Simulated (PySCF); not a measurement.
**Co²⁺: excitation energy**

Co²⁺ [Ar] 3d7 (4F) → Co²⁺ [Ar] 3d6 4p1 (high-spin determinant), as a difference of total energies. All numbers are calculated (PySCF 2.14, the non-relativistic Hamiltonian (point nucleus), in aug-cc-pVTZ with one added diffuse shell each of s, p, d, f, g type (9s8p6d4f3g, 118 functions)). Correlated levels: valence: [Ar] frozen. The calculations carry no spin-orbit coupling.

```tsv
method	excitation energy (eV)
UHF	10.976
LDA	12.563
PBE0	12.313
r2SCAN	12.317
PBEsol	12.422
MN15	12.310
BP86	12.570
SCS-MP2 (valence)	12.736
```

**Question.** Estimate what PBE gives.

**Answer.** 12.441 eV, closest to PBEsol among the rows shown.

**Question.** Estimate what MP2 (valence) gives.

**Answer.** 12.444 eV, closest to PBEsol among the rows shown.

A first-order spin-orbit estimate (lowest level to lowest level, LS coupling) adds 0.070 eV.

The determinant of the upper state mixes LS terms, which raises its energy above the lowest term, most at the Hartree-Fock and MP2 levels.
